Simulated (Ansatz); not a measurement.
Level of theory: frozen-core CCSD(T)/cc-pVTZ // PBE0-D4/def2-TZVP (Ansatz, a first-principles code). The restricted HF reference is unstable towards unrestricted orbitals.

Ansatz 0.2 input:
```yaml
crystal:
  periodic: [false, false, false]
  atoms:
    - { symbol: B, position_ang: [0.553822, 0.432799, 1.376631] }
    - { symbol: C, position_ang: [0.022875, 0.006135, 0.029626] }
    - { symbol: C, position_ang: [-1.373333, 0.15549, -0.391265] }
    - { symbol: C, position_ang: [-2.37968, 0.676721, 0.308145] }
    - { symbol: C, position_ang: [0.860883, -0.566193, -0.900692] }
    - { symbol: N, position_ang: [2.169057, -0.816558, -0.77941] }
    - { symbol: H, position_ang: [1.715346, 0.281183, 1.65941] }
    - { symbol: H, position_ang: [-0.139353, 0.932197, 2.213137] }
    - { symbol: H, position_ang: [-1.599232, -0.206485, -1.396134] }
    - { symbol: H, position_ang: [-3.375668, 0.733077, -0.113328] }
    - { symbol: H, position_ang: [-2.242886, 1.05951, 1.31266] }
    - { symbol: H, position_ang: [0.453584, -0.866912, -1.866118] }
    - { symbol: H, position_ang: [2.649206, -0.579766, 0.071935] }
    - { symbol: H, position_ang: [2.685376, -1.241198, -1.524596] }
basis:
  gaussian: { orbitals: cc-pVTZ }
correlation:
  method: ccsd_t
```

Output:

```
Functional definition: HF
1669 factors; integrals over basis functions are off by at most 1.2e-3 eV
mean field evaluation 1: about -6398.0015 eV, gradient 4.0e1 eV
mean field evaluation 2: about -6398.3473 eV, gradient 3.9e1 eV
mean field evaluation 4: about -6402.7101 eV, gradient 4.6e0 eV
mean field evaluation 8: about -6402.7843 eV, gradient 3.1e-1 eV
mean field evaluation 16: about -6398.0003 eV, gradient 4.0e1 eV
mean field -6402.78523867 eV, -235.2980175574 hartree, gradient 9.0e-6 eV, S^2 0.000000; 0 other end points of the search recorded, 0 dependent functions left out; unrestricted orbitals would lower it
6 core orbitals not correlated
reference -6402.78523867 eV, -235.2980175574 hartree; 16, 16 occupied and 270, 270 virtual orbitals, 1669 factors
second order -26.08211669 eV of doubles, -0.00000000 eV of singles
cycle   1  -26.47625116 eV  change   -3.9e-1 eV  update   1.2e-1
cycle   2  -27.14986260 eV  change   -6.7e-1 eV  update   3.5e-2
cycle   3  -27.30334033 eV  change   -1.5e-1 eV  update   1.9e-2
cycle   4  -27.29320672 eV  change    1.0e-2 eV  update   5.9e-3
cycle   5  -27.29004041 eV  change    3.2e-3 eV  update   3.1e-3
cycle   6  -27.29139612 eV  change   -1.4e-3 eV  update   1.3e-3
cycle   7  -27.29075104 eV  change    6.5e-4 eV  update   5.5e-4
cycle   8  -27.29066605 eV  change    8.5e-5 eV  update   3.2e-4
cycle   9  -27.29079342 eV  change   -1.3e-4 eV  update   1.2e-4
cycle  10  -27.29076184 eV  change    3.2e-5 eV  update   7.1e-5
cycle  11  -27.29076068 eV  change    1.2e-6 eV  update   2.7e-5
perturbative correction -1.27984214 eV, -0.0470333310 hartree
Total energy: -6431.35584149 eV, -236.3479678450 hartree
```

Cost: roughly 50 core-minutes.
